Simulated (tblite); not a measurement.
Q: What does the GFN2-xTB structure of `CC[C@@H]1[N]OC=C1CF` [radical] look like in three dimensions? (Doublet state.)

A: 
```
atom  x, y, z in Å
C1     2.5894   -0.0809   -0.4186
C2     1.1863   -0.3108    0.1205
C3     0.1218    0.2970   -0.8286
N4     0.2832    1.7138   -0.9366
O5    -0.8628    2.3004   -0.5333
C6    -1.7785    1.3703   -0.1935
C7    -1.2961    0.1265   -0.3449
C8    -1.9628   -1.1757   -0.1017
F9    -3.2608   -0.9963    0.3008
H10    2.7288   -0.6079   -1.3596
H11    2.7461    0.9800   -0.5902
H12    3.3292   -0.4391    0.2932
H13    1.0820    0.1610    1.0990
H14    0.9867   -1.3791    0.2243
H15    0.2836   -0.1582   -1.8201
H16   -2.7335    1.7303    0.1357
H17   -1.9916   -1.7830   -1.0160
H18   -1.4597   -1.7420    0.6931
```

Any rigid rotation of these coordinates is as good. Atoms count from 1 in this order. C7 (carbon bonded to 3 C) is planar (angles 129.3°, 125.1° and 105.6°, sum 360.0°, 0.00 Å off the plane of its three neighbours). The 5-membered ring C3–N4–O5–C6–C7 has internal angles of 104.0° to 111.5° (sum 540°, against 540° for a flat polygon); it is planar, 0.01 Å rms from its mean plane, widest ring torsion 2°. Of the pairs four or more bonds apart, N4···H11 is among the closest relative to their van der Waals radii: 2.59 Å, 94 % of the sum of Bondi's values. C6 (carbon bonded to C, O and H) is planar (angles 131.7°, 116.8° and 111.5°, sum 360.0°, 0.00 Å off the plane of its three neighbours).

Bonds between heavy atoms (Å): C1–C2 1.521, C2–C3 1.550, C3–N4 1.430, N4–O5 1.349, O5–C6 1.349, C6=C7 1.343, C7–C8 1.483, C8–F9 1.371, C3–C7 1.508.

Computed geometry: GFN2-xTB, gas phase. This method treats the open shell by occupation alone, without spin polarisation.

Point group: C1 (no symmetry element, even within 0.4 Å). Its GFN2-xTB frequencies are all real (lowest 43 cm⁻¹). Torsions: C1–C2–C3–N4 -62°, C6–C7–C8–F9 2°.

One conformer stands for the species.
